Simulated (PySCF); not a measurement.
## C 1s core levels and what the atom is bonded to

Gas-phase molecules, one conformer each, relaxed by PBE0-D3(BJ)/def2-SVP with no frequency check. Core levels by delta-SCF with SCAN, pcX-2 on the ionised atom and pcseg-1 elsewhere, spin-free X2C; energies from the vacuum level.

```
         structure (SMILES)       C bonded to  mean electronegativity of these (Pauling)  C 1s (eV)
       CC[As]([GaH2])[GaH2]  1 As + 1 C + 2 H                                       2.28     290.37
C[N](C)[Ti]([OH])([OH])[OH]         1 N + 3 H                                       2.41     291.28
                     CC(O)O   1 C + 2 O + 1 H                                       2.91     293.82
             F[CH](F)[GeH3]  2 F + 1 Ge + 1 H                                       3.04          ?
                  CC(C)(F)F         2 C + 2 F                                       3.27     295.49
      OC(F)(N[SiH3])O[SiH3]   1 F + 1 N + 2 O                                       3.48     297.02
            OC(F)(F)O[SiH3]         2 F + 2 O                                       3.71     298.96
```

Q: Fit a straight line to the complete rows and predict the core level of C in F[CH](F)[GeH3], bonded to 2 F + 1 Ge + 1 H.

A: E = 277.342 + 5.697·χ (6 points, rms 0.30 eV, correlation 0.995). At 3.04 this gives 294.66 eV; the calculation itself gave 295.15 eV, so the fit is off by 0.49.

For scale, for F[CH](F)[GeH3]: hardware: 1 thread of Arm Neoverse V1 (aarch64), shared host; wall time 12 s, peak memory 0.5 GiB, launched as `OMP_NUM_THREADS=1 python cluster_run.py task.json out`.
